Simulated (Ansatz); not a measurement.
Reaction: C4H5N (SMILES C/C=C\C#N) → C4H5N (SMILES C=CCC#N)
Each species at its own B3LYP-D3(BJ)/def2-TZVP minimum (Ansatz, an electronic-structure program), one conformer.

Total energies in hartree (Ansatz). UHF or UKS for unpaired electrons; spin-orbit terms are left out. Cores are frozen in correlated methods. No relativity. The restricted determinant of C4H5N (C/C=C\C#N, singlet) is unstable towards broken spin symmetry in at least one set run.

| species | HF/cc-pVTZ | CCSD(T)/cc-pVTZ | HF/cc-pVQZ | CCSD(T)/cc-pVQZ | CCSD(T)/cc-pVDZ | CCSDT(Q)/cc-pVDZ |
|---|---|---|---|---|---|---|
| 1: C4H5N (SMILES C(/C=C\C)#N) | -208.88095 | -209.77914 | -208.89445 | -209.83893 | -209.57433 | -209.57762 |
| 2: C4H5N (SMILES C(CC=C)#N) | -208.87516 | -209.77158 | -208.88880 | -209.83144 | -209.56690 | -209.57010 |

**Question.** Work out the isomerisation energy (electronic) in kcal/mol: take Hartree-Fock from cc-pVQZ, extrapolate the CCSD(T) correlation energy as X^-3 (X = 3, 4), and add CCSDT(Q) - CCSD(T) in cc-pVDZ. 1 hartree = 627.51 kcal/mol.

**Answer.** 
Species 1: correlation (64·(-0.94448) - 27·(-0.89819))/37 = -0.97826; step -0.00329; E1 = -208.89445 + (-0.97826) + (-0.00329) = -209.87600
Species 2: correlation (64·(-0.94264) - 27·(-0.89642))/37 = -0.97637; step -0.00320; E2 = -208.88880 + (-0.97637) + (-0.00320) = -209.86837
-1·E1 +1·E2 = 0.00763 hartree = 4.8 kcal/mol.
